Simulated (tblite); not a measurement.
C₈H₁₂GaN.
Geometry (GFN2-xTB, Å), atoms numbered from 1 in this order:
```xyz
22
C8H12GaN angstrom
C      3.856    0.586   -0.159
C      3.818   -0.822   -0.268
C      2.504   -1.189   -0.231
N      1.719   -0.071   -0.102
Ga    -0.180   -0.006    0.000
C     -1.633   -1.467   -0.048
C     -2.837   -0.549   -0.282
C     -2.742    0.743    0.561
C     -1.499    1.563    0.200
C      2.563    1.012   -0.059
H      4.736    1.200   -0.157
H      4.665   -1.475   -0.363
H      2.051   -2.167   -0.286
H     -1.734   -1.997    0.904
H     -1.540   -2.215   -0.837
H     -2.878   -0.264   -1.339
H     -3.772   -1.060   -0.037
H     -2.696    0.459    1.617
H     -3.653    1.327    0.411
H     -1.657    2.109   -0.735
H     -1.265    2.294    0.977
H      2.163    2.009    0.041
```

Calculated harmonic vibrations of the isolated species, GFN2-xTB (tblite), most abundant isotopes, no scaling. The method is semi-empirical: single wavenumbers can be off by several per cent or more. One conformer, not necessarily the lowest.

Harmonic wavenumbers (cm⁻¹): 33.6, 36.7, 36.9, 91.3, 142.5, 164.0, 202.3, 254.2, 322.0, 410.0, 498.4, 515.1, 579.6, 588.0, 595.0, 652.4, 745.9, 755.8, 814.1, 832.6, 836.8, 862.9, 870.3, 873.7, 895.8, 999.4, 1011.1, 1033.2, 1038.2, 1070.0, 1083.1, 1093.5, 1113.6, 1177.6, 1179.9, 1199.5, 1237.1, 1237.6, 1307.9, 1328.7, 1329.0, 1398.5, 1438.1, 1441.8, 1442.6, 1480.1, 1485.4, 1549.3, 2920.5, 2921.3, 2925.6, 2934.9, 2948.5, 2949.1, 2955.5, 2960.7, 3067.0, 3069.1, 3142.5, 3153.4.

A = 3302, B = 560.7, C = 488.7 MHz; mass 191.023 u (most abundant isotopes); point group C2, symmetry number 2.

Problem. What is the zero-point energy?

Solution. ½Σν̃ = 38617 cm⁻¹ = 461.96 kJ/mol.

Problem. Entropy at 500 K, 1 bar (ideal gas, RRHO, classical rotation)?

Solution. Translation 185.11, rotation 127.26, vibration 255.10: S = 567.5 J/(mol K).

Problem. And Cp and H(500 K) − H(0)?

Solution. Cp = 276.07 J/(mol K), of which vibrations give 242.81 (their classical limit is 60 R = 498.9); H(500 K) − H(0) = 78.63 kJ/mol without the zero-point energy, 62.01 from vibrations.

Problem. What must be added to the electronic energy to get the Gibbs energy at 500 K and 1 bar?

Solution. ZPE + [H(500 K) − H(0)] − T·S = 461.96 + 78.63 − 283.74 = 256.85 kJ/mol.

Problem. Which modes carry the vibrational entropy at 500 K?

Solution. 33.6 cm⁻¹: 27.74; 36.7 cm⁻¹: 27.01; 36.9 cm⁻¹: 26.96; 91.3 cm⁻¹: 19.45; 142.5 cm⁻¹: 15.78; 164.0 cm⁻¹: 14.63 J/(mol K); the other 54 give 123.52 together.

Problem. How do the functions run with temperature in this model?

Solution. 
```tsv
T (K)	S (J/(mol K))	Cp (J/(mol K))	H − H(0) (kJ/mol)	G − H(0) (kJ/mol)	ln q(vib)
50	264.8	66.2	2.52	-10.72	1.43
100	317.5	87.1	6.38	-25.37	3.38
298.15	450.5	179.6	32.12	-102.20	9.72
373.15	495.1	219.0	47.08	-137.66	11.97
750	695.3	353.1	158.08	-363.38	23.08
1000	804.0	402.0	252.90	-551.15	29.95
```

q(vib) and H(0) count from the zero-point level.

Problem. Blend soft modes into free rotors: weight 1/[1 + (100 cm⁻¹/ν̃)⁴] for the oscillator and the rest for a rotor with moment μB/(μ + B), μ = h/(8π²ν), B = 10⁻⁴⁴ kg m². What vibrational entropy results?

Solution. 224.97 J/(mol K) in place of 255.10, which changes −T·S at 500 K by +15.07 kJ/mol.

Hindered rotation and anharmonicity are outside this model. Other conformers, if any are populated, would add a mixing term that is left out. The structure is chiral; the term R ln 2 for an equal mix with its mirror image is left out.
